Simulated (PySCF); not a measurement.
GaF₃, SMILES [F][Ga]([F])[F]. The structure is a stationary point at B3LYP-D3(BJ)/def2-SVP. The isomer is the one that the SMILES or the coordinates give; other isomers of the formula were not compared.

TDA-B3LYP/def2-SVPD in PySCF 2.14.0 puts the lowest singlet excitations at 7.10, 7.28, 7.28, 7.42, 7.42, 8.10 eV.

**Question.** What are the lowest excitation roots from ADC(2)/aug-cc-pVDZ (PySCF)? (Estimate from the structure and the level; the computed values follow.)

**Answer.** 7.78, 7.98, 7.98, 8.08, 8.08, 8.80 eV. S1 differs by 0.68 eV (second minus first; roots are paired by order, and the bases may differ).
